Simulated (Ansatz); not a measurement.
Start from `[OH][Ti]([OH])([F])[Cl]` and change one atom or group to get `[CH3][Ti]([OH])([OH])[Cl]`.

Ansatz, PBE0-D4/def2-TZVP geometries, multiplicity 1. Each molecule was computed in one conformer, which needn't be the lowest.

Scalar relativity is left out up to krypton.

```
                                      property  `[OH][Ti]([OH])([F])[Cl]`
       HOMO–LUMO gap (ωB97M-V/def2-TZVPP) / eV                      11.23
         HOMO–LUMO gap (B3LYP/def2-TZVPP) / eV                       6.14
zero-point energy (PBE0-D4/def2-TZVP) / kJ/mol                       76.3
            LUMO energy (PBE0/def2-TZVPP) / eV                      -2.37
           HOMO–LUMO gap (PBE/def2-TZVPP) / eV                       4.28
          HOMO–LUMO gap (PBE0/def2-TZVPP) / eV                       6.71
```

Task: What does the change do to each property? (Estimate.)

Result: The calculation gave: 
```json
{"property": "HOMO–LUMO gap (ωB97M-V/def2-TZVPP) / eV", "`[CH3][Ti]([OH])([OH])[Cl]`": "10.75", "shift": "-0.48"}
{"property": "HOMO–LUMO gap (B3LYP/def2-TZVPP) / eV", "`[CH3][Ti]([OH])([OH])[Cl]`": "5.59", "shift": "-0.55"}
{"property": "zero-point energy (PBE0-D4/def2-TZVP) / kJ/mol", "`[CH3][Ti]([OH])([OH])[Cl]`": "161.7", "shift": "85.4"}
{"property": "LUMO energy (PBE0/def2-TZVPP) / eV", "`[CH3][Ti]([OH])([OH])[Cl]`": "-1.88", "shift": "0.49"}
{"property": "HOMO–LUMO gap (PBE/def2-TZVPP) / eV", "`[CH3][Ti]([OH])([OH])[Cl]`": "3.59", "shift": "-0.69"}
{"property": "HOMO–LUMO gap (PBE0/def2-TZVPP) / eV", "`[CH3][Ti]([OH])([OH])[Cl]`": "6.13", "shift": "-0.58"}
```

With PBE0 the HOMO rises by 1.07 eV and the LUMO rises by 0.49 eV, so the gap narrows by about 0.58 eV. PBE moves the HOMO by 1.08 eV and ωB97M-V by 0.96 eV. The zero-point energy changes by 85.4 kJ/mol with +9 modes.

B3LYP here is the variant with VWN-RPA as its local correlation; programs differ in this.
